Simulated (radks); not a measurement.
Results of a calculation; reference values are marked as such.
Question: These are the eigenvalues of the occupied orbitals of an atom or ion with whole-number occupations (hartree). Code: a radial shooting solver on a logarithmic mesh with Libxc functionals. Model: scalar-relativistic Kohn-Sham, r2SCAN, spin-polarised, spherical densities, finite nucleus; meta-GGA in the generalised Kohn-Sham scheme; Fermi nuclear charge, rms radius of each element as measured or else 0.836 A^(1/3) + 0.57 fm.

| orbital | eigenvalue |
|---|---|
| 1s down | -848.6573 |
| 1s up | -848.6569 |
| 2s up | -123.7625 |
| 2s down | -123.7464 |
| 2p up | -110.8420 |
| 2p down | -110.8302 |
| 3s up | -22.54798 |
| 3s down | -22.54401 |
| 3p up | -18.26439 |
| 3p down | -18.25872 |
| 3d up | -11.43500 |
| 3d down | -11.42285 |
| 4s up | -3.42346 |
| 4s down | -3.36080 |
| 4p up | -2.21921 |
| 4p down | -2.15232 |
| 4d up | -0.52902 |
| 4d down | -0.46426 |

Which element is it, and in what charge state? The configuration may be excited.

Answer: Z = 45, rhodium, charge +1: Rh+ in [Kr] 4d(up 5, down 3). The list shows which subshells hold electrons but not how many an open one holds; the 1s level, -848.66 hartree, gives Z - s = 41.2 by -(Z - s)^2/2, which with screening and relativity narrows Z to a few neighbours, and the depths of the outer levels then fix element, charge and occupations together.
